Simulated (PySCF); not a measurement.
## How the method changes the constants of RbPb

State: ⁴Σ⁻ (quartet), unpaired electrons σ ↑, π ↑↑. Set-up: Rb def2-SVP with ECP28, Pb def2-SVP with ECP60; scalar-relativistic core potentials (PySCF 2.14). De refers to Rb + Pb in their high-spin ground configurations, without counterpoise correction. The functionals are run spin-unrestricted. A positive dipole means Rb(−)Pb(+).

| Level | Re (Å) | ωe (cm⁻¹) | De (eV) | μ (D) |
| --- | --- | --- | --- | --- |
| UHF | 3.599 | 84.9 | 0.85 | -12.23 |
| UHF-MP2 | 3.511 | 89.6 | 1.10 | n/a |
| UHF-SCS-MP2 | 3.525 | 89.0 | 0.98 | n/a |
| UHF-CCSD | 3.524 | 88.5 | 1.03 | n/a |
| UHF-CCSD(T) | 3.521 | 88.6 | 1.05 | n/a |
| PBE | 3.512 | 82.6 | 1.17 | -8.98 |
| BLYP | 3.571 | 77.0 | 0.98 | -8.36 |
| TPSS | 3.518 | 83.3 | 1.25 | -9.76 |
| r²SCAN | 3.498 | 87.4 | 1.34 | -10.55 |
| PBE0 | 3.489 | 86.7 | 1.17 | -10.01 |
| B2PLYP | 3.515 | 85.9 | 1.02 | -10.44 |

Question: Which functional lies closest to UHF-CCSD(T) in De, which farthest, and by how much do they differ from it?

Answer: Closest is B2PLYP (-0.6 pm in Re, -3.0 % in ωe, -0.03 eV in De against UHF-CCSD(T) in the same basis), farthest r²SCAN (-2.3 pm in Re, -1.4 % in ωe, +0.29 eV in De). CCSD(T) converges more slowly with the basis than the functionals do and binds too weakly in this one, so the order can change at the basis-set limit.

Question: What does a quarter of exact exchange do here, going from PBE to PBE0?

Answer: PBE0 less PBE: -2.3 pm in Re, +5.0 % in ωe, +0.00 eV in De. Exact exchange removes part of the self-interaction that spreads semilocal densities, and in most molecules shortens and stiffens the bond and lowers De; so it does here.

Question: What does the step from GGA to meta-GGA do here, going from PBE to r²SCAN?

Answer: r²SCAN less PBE: -1.4 pm in Re, +5.8 % in ωe, +0.17 eV in De. 

Correlated steps freeze 4 core orbitals. Correlated levels converge slowly with the basis: in double zeta they bind strong bonds too weakly, by up to about 1 eV, and carry superposition errors of some tenths. Spin–orbit coupling is left out, which matters for elements this heavy, above all for dissociation energies. B2PLYP dipoles, levels and charges come from its SCF part alone. The state is the lowest determinant that a PBE0 search found; another state may lie lower at other levels.

The whole job (state search and all levels along the bond) took about 2.7 min on 1 thread of Arm Neoverse V2 (shared host), peak memory 0.58 GiB.
